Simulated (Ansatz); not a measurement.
Relaxation of ClH$_{3}$O$_{2}$Sn (7 atoms, charge 0, multiplicity 1), to a largest force component of 0.02 eV/Å in at most 50 steps.

Method: RKS PBE-D4/def2-SVPD in Ansatz 0.2.0.

```xyz
7
Properties=species:S:1:pos:R:3
O -0.185 1.454 -0.827
Sn -0.087 -0.074 0.358
O 1.686 -0.871 0.159
Cl -1.641 -1.653 -0.233
H -1.169 1.794 -0.752
H 0.755 1.740 -0.948
H 1.788 -1.167 -0.767
```

**Question.** Where does it end, and by what steps?

**Answer.** The run converged. After 20 steps the energy has fallen by 3.324 eV; Sn2 moved furthest, 0.72 Å.

```json
{"step": "0", "energy less start (eV)": "0.0000", "largest force component (eV/Å)": "7.312", "accepted": "yes"}
{"step": "1", "energy less start (eV)": "-1.7432", "largest force component (eV/Å)": "3.753", "accepted": "yes"}
{"step": "2", "energy less start (eV)": "-2.6394", "largest force component (eV/Å)": "1.253", "accepted": "yes"}
{"step": "3", "energy less start (eV)": "-2.9989", "largest force component (eV/Å)": "0.841", "accepted": "yes"}
{"step": "4", "energy less start (eV)": "-3.0288", "largest force component (eV/Å)": "1.775", "accepted": "yes"}
{"step": "5", "energy less start (eV)": "-3.0242", "largest force component (eV/Å)": "0.658", "accepted": "no"}
{"step": "6", "energy less start (eV)": "-3.0983", "largest force component (eV/Å)": "0.247", "accepted": "yes"}
{"step": "7", "energy less start (eV)": "-3.1143", "largest force component (eV/Å)": "0.217", "accepted": "yes"}
{"step": "8", "energy less start (eV)": "-3.0907", "largest force component (eV/Å)": "1.622", "accepted": "no"}
{"step": "9", "energy less start (eV)": "-3.1306", "largest force component (eV/Å)": "0.316", "accepted": "yes"}
{"step": "10", "energy less start (eV)": "-3.1492", "largest force component (eV/Å)": "0.463", "accepted": "yes"}
{"step": "11", "energy less start (eV)": "-3.1797", "largest force component (eV/Å)": "0.430", "accepted": "yes"}
{"step": "12", "energy less start (eV)": "-3.1933", "largest force component (eV/Å)": "1.645", "accepted": "yes"}
{"step": "13", "energy less start (eV)": "-3.2530", "largest force component (eV/Å)": "0.852", "accepted": "yes"}
{"step": "14", "energy less start (eV)": "-3.2763", "largest force component (eV/Å)": "0.750", "accepted": "yes"}
{"step": "15", "energy less start (eV)": "-3.3131", "largest force component (eV/Å)": "0.179", "accepted": "yes"}
{"step": "16", "energy less start (eV)": "-3.3200", "largest force component (eV/Å)": "0.119", "accepted": "yes"}
{"step": "17", "energy less start (eV)": "-3.3230", "largest force component (eV/Å)": "0.048", "accepted": "yes"}
{"step": "18", "energy less start (eV)": "-3.3240", "largest force component (eV/Å)": "0.023", "accepted": "yes"}
{"step": "19", "energy less start (eV)": "-3.3236", "largest force component (eV/Å)": "0.074", "accepted": "no"}
{"step": "20", "energy less start (eV)": "-3.3241", "largest force component (eV/Å)": "0.014", "accepted": "yes"}
```

```xyz
7
Properties=species:S:1:pos:R:3
O -0.154 1.629 -0.490
Sn -0.072 -0.242 1.059
O 1.591 -0.294 -0.227
Cl -1.572 -1.423 -0.523
H -0.859 1.427 -1.137
H 0.666 1.157 -0.830
H 1.548 -1.032 -0.863
```

Run time: 22 s on 2 threads of AMD EPYC 9R45 96-Core Processor (Zen 5), on a shared host, peak memory 0.18 GiB.
